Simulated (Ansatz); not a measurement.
Basis-set series for CH$_{3}$ClFInS (`F[CH2][In]([SH])[Cl]`). Charge 0, multiplicity 1. In: def2 effective core potential. All single points use the PBE0-D4/def2-TZVP geometry. It is one conformer, not always the lowest.

| functional | basis | functions | energy (Eh) | HOMO (eV) | LUMO (eV) |
| --- | --- | --- | --- | --- | --- |
| PBE0-D4 | def2-SVP | 105 | -1187.53809 | -7.71 | -1.33 |
| PBE0-D4 | def2-TZVPP | 238 | -1188.01421 | -7.84 | -1.51 |
| ωB97M-V | def2-SVP | 105 | -1187.82156 | -9.86 | 0.31 |
| ωB97M-V | def2-TZVPP | 238 | -1188.29968 | -10.05 | 0.08 |

Give the rows for def2-QZVPP. (Best estimate.)

Ansatz gave: 
| functional | basis | functions | energy (Eh) | HOMO (eV) | LUMO (eV) |
| --- | --- | --- | --- | --- | --- |
| PBE0-D4 | def2-QZVPP | 426 | -1188.04876 | -7.87 | -1.60 |
| ωB97M-V | def2-QZVPP | 426 | -1188.33284 | -10.08 | 0.01 |

Positive LUMOs are unbound and depend on the basis.
